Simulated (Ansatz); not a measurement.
Isolated molecules relaxed with PBE0-D4/def2-TZVP in Ansatz; ΔE leaves out vibrations. CBS: MP2 limit from def2 TZ/QZ plus the TZ coupled-cluster correction, frozen cores. This one scheme is used for every species. DFT in def2-TZVPP. B3LYP here is the variant with VWN-RPA as its local correlation; programs differ in this. One conformer a species, not always the lowest.

Reaction (ligand exchange at the Si–C bond): `C[SiH2]O[SiH3]` + CH₃SH → `CS[SiH2]O[SiH3]` + CH₄

Is it downhill or uphill in electronic energy at CCSD(T)/CBS, and by how much? (Estimate.)

Ansatz gave: Downhill: ΔE = -17.0 kcal/mol.

What do these levels give: r2SCAN-D4, PBE0-D4, B3LYP-D4, ωB97X-V, B2PLYP, r2SCAN, B3LYP, CCSD(T)/def2-TZVPP, MP2/def2-QZVPP, HF/CBS(def2), MP2/CBS(def2), CCSD/CBS(def2)? (Best estimate.)

Computed: r2SCAN-D4 -17.5, PBE0-D4 -17.4, B3LYP-D4 -17.4, ωB97X-V -16.3, B2PLYP -16.0, r2SCAN -17.1, B3LYP -14.9, CCSD(T)/def2-TZVPP -16.2, MP2/def2-QZVPP -17.9, HF/CBS(def2) -13.7, MP2/CBS(def2) -18.3, CCSD/CBS(def2) -16.2 kcal/mol.

Largest T1 diagnostic among the species: 0.011.

The D4 term adds −2.5 kcal/mol with B3LYP and −1.4 kcal/mol with PBE0; it sums over pairs of atoms, weighted by their polarisabilities, and B3LYP, whose exchange is more repulsive, gets the larger term. In def2-TZVPP, CCSD(T) changes the Hartree–Fock value by −2.3 kcal/mol (the triples alone add −0.8 kcal/mol) and MP2 by −3.6 kcal/mol.
